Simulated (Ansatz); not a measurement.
Q: Name a neutral molecule of Cl, Hf, Se and H with LUMO energy (PBE0/def2-TZVPP) between -2.45 and -2.15 eV and HOMO–LUMO gap (PBE/def2-TZVPP) between 3.35 and 3.65 eV (Ansatz, PBE0-D4/def2-TZVP geometry).

A: `[Cl][Hf]([Cl])([Cl])[SeH]` (-2.32 eV, 3.53 eV). Other molecules can fit too; these were computed, each in one conformer that needn't be the lowest.
